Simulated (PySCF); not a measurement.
C₃H₇NOSi, SMILES O1C=CCN[SiH2]1.

Coordinates come from a B3LYP-D3(BJ)/def2-SVP optimisation. This is a generated structure with no PubChem entry under its InChIKey; it may be hypothetical. One conformer was computed; it need not be the lowest.

Level of theory: PBE/def2-TZVP run with PySCF.

```yaml
total_energy: -537.68307 hartree
highest_occupied_level: -5.19 eV
lowest_empty_level: -0.48 eV
orbital_gap: 4.71 eV
dipole_moment: 1.87 D
quadrupole, principal values (traceless, Buckingham form, about the centre of nuclear charge): -5.87, 0.04, 5.82 D·Å
mean_static_polarisability: 69.4 bohr³ (10.28 Å³)
polarisability_principal_values: 54.4, 69.9, 83.8 bohr³
```
